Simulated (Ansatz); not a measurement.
Ansatz (a quantum-chemistry and plane-wave program) input (CCSD(T,full)/cc-pwCVTZ):
A basis named .json is the Basis Set Exchange file of that set.

Ansatz 0.2 input:
```yaml
crystal:
  periodic: [false, false, false]
  atoms:
    - {symbol: C, position_ang: [0.16671378, -1.85067917, -0.06703296]}
    - {symbol: C, position_ang: [-0.19441182, -0.40141801, -0.02700461]}
    - {symbol: O, position_ang: [0.71732452, 0.49043418, 0.49546829]}
    - {symbol: C, position_ang: [1.08771892, 0.28275393, 1.84904155]}
    - {symbol: O, position_ang: [-0.70817646, 0.03762481, -1.20525154]}
    - {symbol: C, position_ang: [-1.15649752, 1.39085567, -1.23724142]}
    - {symbol: H, position_ang: [0.39136574, -2.23305218, 0.92795491]}
    - {symbol: H, position_ang: [-0.66651761, -2.42091114, -0.47390139]}
    - {symbol: H, position_ang: [1.04545406, -2.02027375, -0.70614837]}
    - {symbol: H, position_ang: [1.71729349, -0.60417013, 1.96295767]}
    - {symbol: H, position_ang: [0.20236164, 0.17946620, 2.48291346]}
    - {symbol: H, position_ang: [1.65475132, 1.15994431, 2.15419457]}
    - {symbol: H, position_ang: [-1.85991279, 1.57983917, -0.42165700]}
    - {symbol: H, position_ang: [-1.65834439, 1.51923202, -2.19382361]}
    - {symbol: H, position_ang: [-0.32077610, 2.08637912, -1.16079976]}
basis:
  gaussian:
    orbitals: cc-pwCVTZ.json
magnetization: {spin_polarized: true, initial_magnetization: 1}
correlation: {method: ccsd_t, frozen_orbitals: {C: 0, H: 0, O: 0}}
```

End of the output:

```
integrals: 9.21 GiB planned
2231 factors; integrals over basis functions are off by at most 1.1e-3 eV
2.50 GiB of device memory are held for the factors and their scratch space
mean field: 2.61 GiB planned
mean field evaluation 1: about -8335.9943 eV, gradient 2.7e1 eV
mean field evaluation 2: about -8335.9995 eV, gradient 2.7e1 eV
mean field evaluation 4: about -8339.8102 eV, gradient 4.2e0 eV
mean field evaluation 8: about -8339.9303 eV, gradient 2.5e-1 eV
mean field evaluation 16: about -8339.9090 eV, gradient 1.1e0 eV
mean field -8339.93155261 eV, -306.4868315498 hartree, gradient 2.8e-6 eV, S^2 0.758169; 0 other end points of the search recorded, 0 dependent functions left out
reference -8339.93155261 eV, -306.4868315498 hartree; 25, 24 occupied and 359, 360 virtual orbitals, 2231 factors
second order -39.29767022 eV of doubles, -0.00000000 eV of singles
coupled cluster: 45.21 GiB planned
cycle   1  -39.85404412 eV  change   -5.6e-1 eV  update   1.2e-1
cycle   2  -40.68377438 eV  change   -8.3e-1 eV  update   3.5e-2
cycle   3  -40.86651741 eV  change   -1.8e-1 eV  update   2.1e-2
cycle   4  -40.85240321 eV  change    1.4e-2 eV  update   7.4e-3
cycle   5  -40.85141699 eV  change    9.9e-4 eV  update   4.3e-3
cycle   6  -40.85410927 eV  change   -2.7e-3 eV  update   1.5e-3
cycle   7  -40.85379064 eV  change    3.2e-4 eV  update   5.7e-4
cycle   8  -40.85371168 eV  change    7.9e-5 eV  update   2.2e-4
cycle   9  -40.85378988 eV  change   -7.8e-5 eV  update   9.2e-5
cycle  10  -40.85375122 eV  change    3.9e-5 eV  update   4.0e-5
perturbative correction -1.36842437 eV, -0.0502886682 hartree
Total energy: -8382.15372821 eV, -308.0384678837 hartree
```

It need not be the lowest isomer of its formula.
